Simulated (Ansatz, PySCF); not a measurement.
Gas-phase reaction (SMILES): O[Si](O)(O)S + N (NH3) -> N[Si](O)(O)O + S (H2S); ammonia cleaves one Si-S bond, a model of a ligand-exchange step.

Each molecule is optimised on its own at B3LYP-D3(BJ)/def2-TZVP (Ansatz, an electronic-structure program), one conformer each, not searched for the lowest. Correlated levels leave the core frozen unless marked. Spin-orbit coupling is left out. Non-relativistic. Basis-set limits of correlation are two-point, X^-3; Hartree-Fock from the larger set. Thermal terms are rigid-rotor harmonic-oscillator values from B3LYP-D3(BJ) frequencies (Ansatz or PySCF) at 298.15 K and 1 atm. 1 Eh = 627.5095 kcal/mol.

```csv
species,"E, CCSD(T)/CBS(aug-cc-pV(T+d)Z,aug-cc-pV(Q+d)Z) (Ansatz) (Eh)","E, wB97X-V/def2-TZVPD (Ansatz) (Eh)",H - E (Eh)
O[Si](O)(O)S,-914.97063,-915.90816,0.06153
N (NH3),-56.50411,-56.56167,0.03799
N[Si](O)(O)O,-572.50811,-573.12814,0.07786
S (H2S),-398.96772,-399.34268,0.01881
```

Task: Work out ΔE and ΔH at 298.15 K at the first level, then ΔH at the second.

Result: 
1. ΔE = [(-572.50811) + (-398.96772)] - [(-914.97063) + (-56.50411)] = -0.00109 Eh = -0.7 kcal/mol at CCSD(T)/CBS(aug-cc-pV(T+d)Z,aug-cc-pV(Q+d)Z).
2. The terms H - E add up to -0.00285 Eh, so ΔH = (-0.00109 + (-0.00285))×627.5095 = -2.5 kcal/mol.
3. At wB97X-V/def2-TZVPD the same steps give ΔE = -0.6 and ΔH = -2.4 kcal/mol, a shift of +0.1 from the first level.
4. These values are not checked against measurement here, since the tables used lack a sound gas-phase enthalpy of formation for at least one species.
